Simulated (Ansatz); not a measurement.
Geometry optimisation, UKS PBE/def2-SVP (Ansatz 0.2.0).

input.yaml

```yaml
crystal:
  periodic: [false, false, false]
  atoms:
    - { symbol: Sn, position_ang: [-0.068925, -0.100208, -0.106932] }
    - { symbol: Cl, position_ang: [-0.21756, -0.370783, 2.27808] }
    - { symbol: O, position_ang: [1.803025, 0.025612, -0.74928] }
    - { symbol: H, position_ang: [2.29486, -0.777139, -0.480119] }
    - { symbol: O, position_ang: [-0.842519, 1.603486, -0.760787] }
    - { symbol: H, position_ang: [-1.814894, 1.585062, -0.634201] }
    - { symbol: O, position_ang: [-1.063129, -1.698427, -0.788013] }
    - { symbol: H, position_ang: [-1.362904, -2.197154, 0.001518] }
    - { symbol: Cl, position_ang: [0.179745, 0.281051, 5.416934] }
magnetization:
  spin_polarized: true
  initial_magnetization: 1
basis:
  gaussian: { orbitals: def2-SVP }
hamiltonian:
  xc: pbe
relax:
  f_tol: 0.03
  max_steps: 50
```

Command:

```bash
$ ansatz run input.yaml --threads 4 --pin off --max-ram 5120MiB --backend cpu --events-out ev --progress --plain --runs-dir out
```

Q: Where does it end, and by what steps?

A: It converged. After 27 steps the energy has fallen by 0.720 eV; Cl9 moved furthest, 2.94 Å. Joined: Sn1–Cl9 (5.54 → 2.68 Å).

```tsv
step	energy less start (eV)	largest force component (eV/Å)	accepted
0	0.0000	0.215	yes
1	-0.0105	0.290	yes
2	-0.0619	0.410	yes
3	-0.1078	0.372	yes
4	-0.1262	0.129	yes
5	-0.1416	0.051	yes
6	-0.1595	0.067	yes
7	-0.1750	0.087	yes
8	-0.1909	0.085	yes
9	-0.2071	0.066	yes
10	-0.2240	0.091	yes
11	-0.2467	0.090	yes
12	-0.2713	0.125	yes
13	-0.3021	0.158	yes
14	-0.3434	0.191	yes
15	-0.3927	0.497	yes
16	-0.4786	0.524	yes
17	-0.5464	0.619	yes
18	-0.4358	2.376	no
19	-0.5812	0.424	yes
20	-0.6147	0.314	yes
21	-0.6608	0.290	yes
22	-0.6950	0.140	yes
23	-0.7084	0.135	yes
24	-0.7162	0.086	yes
25	-0.7164	0.082	yes
26	-0.7189	0.030	yes
27	-0.7196	0.022	yes
```

```xyz
9
Properties=species:S:1:pos:R:3
Sn -0.200 -0.154 0.478
Cl -0.769 -1.187 2.700
O 1.621 -0.654 -0.165
H 2.259 -0.280 0.477
O -1.057 1.621 0.201
H -1.744 1.478 -0.484
O -1.358 -1.310 -0.677
H -0.813 -2.054 -1.004
Cl 0.970 0.892 2.652
```

Whether the end is a true minimum wasn't checked by a vibrational analysis.

Run time: 66 s on 4 threads of Arm Neoverse V2, on a shared host, peak memory 0.31 GiB.
